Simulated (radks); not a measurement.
Excited configurations of the arsenic ion As3+: one electron is placed in a higher orbital outside [Ar] 3d10 4s1. The ground configuration is [Ar] 3d10 4s2. All-electron calculation, scalar-relativistic Kohn-Sham, BLYP, spin-polarised, spherical densities, finite nucleus; open shells are filled with parallel spins first; Fermi nuclear charge, rms radius 4.0968 fm. Program: a radial shooting solver on a logarithmic mesh with Libxc functionals. Excitation = E - E(ground); binding = E(ion) - E, where the ion is the core of charge +4; n* = 4/sqrt(2 binding) in atomic units, and the quantum defect is n - n*.

outer orbital	excitation (eV)	binding (eV)	eigenvalue (eV)	<r> (bohr)
4p	10.454	40.002	-34.635	1.981
4d	26.212	24.245	-20.471	2.720
5s	27.663	22.794	-20.289	3.669
5p	31.351	19.106	-16.975	4.164
5f	40.913	9.544	-8.245	7.172
7p	42.577	7.880	-7.033	10.43
7d	44.078	6.379	-5.675	12.48
7f	45.424	5.033	-4.469	15.28

The Delta-SCF ionisation energy is 50.457 eV (NIST Atomic Spectra Database: 50.2 eV, measured). Self-interaction in the functional shifts the binding energies and quantum defects, so they are the method's values and not measured ones.
